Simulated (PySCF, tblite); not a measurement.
Parent: `[F:1][C:2]([F:3])([F:4])[c:5]1[cH:6][n:7][nH:8][n:9]1`, C3H2F3N3.

Structures optimised with GFN2-xTB, isolated species. One conformer each, not checked by frequencies here.

```csv
coordinate of the parent,value
F1–C2,1.340 Å
C2–F3,1.342 Å
C2–F4,1.341 Å
C2–C5,1.488 Å
C5–C6,1.406 Å
C6–N7,1.320 Å
N7–N8,1.310 Å
N8–N9,1.305 Å
C5–N9,1.328 Å
F1–C2–F3,106.7°
F1–C2–F4,106.7°
F1–C2–C5,112.6°
F3–C2–F4,106.7°
F3–C2–C5,111.2°
F4–C2–C5,112.6°
C2–C5–C6,129.1°
C2–C5–N9,122.8°
C6–C5–N9,108.0°
C5–C6–N7,107.4°
C6–N7–N8,104.8°
N7–N8–N9,115.6°
C5–N9–N8,104.1°
```

Q: How does the shared frame change in `[CH2:1]=[CH:2][n:3]1[n:4][cH:5][c:6]([C:7]([F:8])([F:9])[F:10])[n:11]1` with C1–C2–N3–N4 180°, C5H4F3N3? Atoms pair as F1 = F9, C2 = C7, F3 = F8, F4 = F10, C5 = C6, C6 = C5, N7 = N4, N8 = N3, N9 = N11 (parent first).

A: 
```tsv
parent	relative	value in the relative	change
F1–C2	F9–C7	1.341 Å	+0.001
C2–F3	C7–F8	1.342 Å	0.000
C2–F4	C7–F10	1.341 Å	0.000
C2–C5	C7–C6	1.487 Å	-0.001
C5–C6	C6–C5	1.405 Å	-0.001
C6–N7	C5–N4	1.318 Å	-0.002
N7–N8	N4–N3	1.315 Å	+0.005
N8–N9	N3–N11	1.310 Å	+0.005
C5–N9	C6–N11	1.327 Å	-0.001
F1–C2–F3	F9–C7–F8	106.6°	-0.1
F1–C2–F4	F9–C7–F10	106.5°	-0.2
F1–C2–C5	F9–C7–C6	112.7°	+0.1
F3–C2–F4	F8–C7–F10	106.6°	-0.1
F3–C2–C5	F8–C7–C6	111.2°	0.0
F4–C2–C5	F10–C7–C6	112.7°	+0.1
C2–C5–C6	C7–C6–C5	129.2°	+0.1
C2–C5–N9	C7–C6–N11	122.7°	-0.1
C6–C5–N9	C5–C6–N11	108.1°	+0.1
C5–C6–N7	C6–C5–N4	107.3°	-0.1
C6–N7–N8	C5–N4–N3	105.3°	+0.5
N7–N8–N9	N4–N3–N11	114.8°	-0.8
C5–N9–N8	C6–N11–N3	104.5°	+0.4
```

Of the parent's bonds, N7–N8 and N8–N9 change most and about equally (+0.005 Å). Bonds of the relative outside the shared frame: C1=C2 1.323, C2–N3 1.390 Å. Point group Cs → Cs.

Q: How does the shared frame change in `[CH:1]#[C:2][CH2:3][n:4]1[n:5][cH:6][c:7]([C:8]([F:9])([F:10])[F:11])[n:12]1` with C2–C3–N4–N5 -88°, C6H4F3N3? Atoms pair as F1 = F9, C2 = C8, F3 = F10, F4 = F11, C5 = C7, C6 = C6, N7 = N5, N8 = N4, N9 = N12 (parent first).

A: 
```
  parent    relative  value in the relative  change
   F1–C2       F9–C8                1.342 Å  +0.002
   C2–F3      C8–F10                1.343 Å  +0.001
   C2–F4      C8–F11                1.342 Å  +0.001
   C2–C5       C8–C7                1.487 Å  -0.001
   C5–C6       C7–C6                1.401 Å  -0.005
   C6–N7       C6–N5                1.322 Å  +0.002
   N7–N8       N5–N4                1.307 Å  -0.003
   N8–N9      N4–N12                1.301 Å  -0.004
   C5–N9      C7–N12                1.331 Å  +0.003
F1–C2–F3   F9–C8–F10                 106.6°    -0.1
F1–C2–F4   F9–C8–F11                 106.6°    -0.1
F1–C2–C5    F9–C8–C7                 112.7°    +0.1
F3–C2–F4  F10–C8–F11                 106.6°    -0.1
F3–C2–C5   F10–C8–C7                 111.3°    +0.1
F4–C2–C5   F11–C8–C7                 112.8°    +0.2
C2–C5–C6    C8–C7–C6                 129.5°    +0.4
C2–C5–N9   C8–C7–N12                 122.6°    -0.2
C6–C5–N9   C6–C7–N12                 107.9°    -0.1
C5–C6–N7    C7–C6–N5                 107.3°    -0.1
C6–N7–N8    C6–N5–N4                 105.1°    +0.3
N7–N8–N9   N5–N4–N12                 115.3°    -0.3
C5–N9–N8   C7–N12–N4                 104.4°    +0.3
```

Of the parent's bonds, C5–C6 and N8–N9 change most and about equally (-0.005 to -0.004 Å). Bonds of the relative outside the shared frame: C1≡C2 1.196, C2–C3 1.453, C3–N4 1.439 Å. Point group Cs → C1.

Q: How does the shared frame change in `[CH3:1][CH2:2][c:3]1[cH:4][n:5][nH:6][n:7]1` with C1–C2–C3–C4 -84°, C4H7N3? Atoms pair as C2 = C2, C5 = C3, C6 = C4, N7 = N5, N8 = N6, N9 = N7 (parent first).

A: 
| parent | relative | value in the relative | change |
| --- | --- | --- | --- |
| C2–C5 | C2–C3 | 1.487 Å | -0.001 |
| C5–C6 | C3–C4 | 1.407 Å | +0.001 |
| C6–N7 | C4–N5 | 1.322 Å | +0.002 |
| N7–N8 | N5–N6 | 1.313 Å | +0.003 |
| N8–N9 | N6–N7 | 1.314 Å | +0.009 |
| C5–N9 | C3–N7 | 1.327 Å | -0.001 |
| C2–C5–C6 | C2–C3–C4 | 129.3° | +0.2 |
| C2–C5–N9 | C2–C3–N7 | 123.4° | +0.6 |
| C6–C5–N9 | C4–C3–N7 | 107.3° | -0.7 |
| C5–C6–N7 | C3–C4–N5 | 108.5° | +1.1 |
| C6–N7–N8 | C4–N5–N6 | 104.3° | -0.5 |
| N7–N8–N9 | N5–N6–N7 | 115.3° | -0.3 |
| C5–N9–N8 | C3–N7–N6 | 104.7° | +0.6 |

Of the parent's bonds, N8–N9 changes most (+0.009 Å). Bonds of the relative outside the shared frame: C1–C2 1.530 Å. Point group Cs → C1.

The numbers are calculated, not measured.
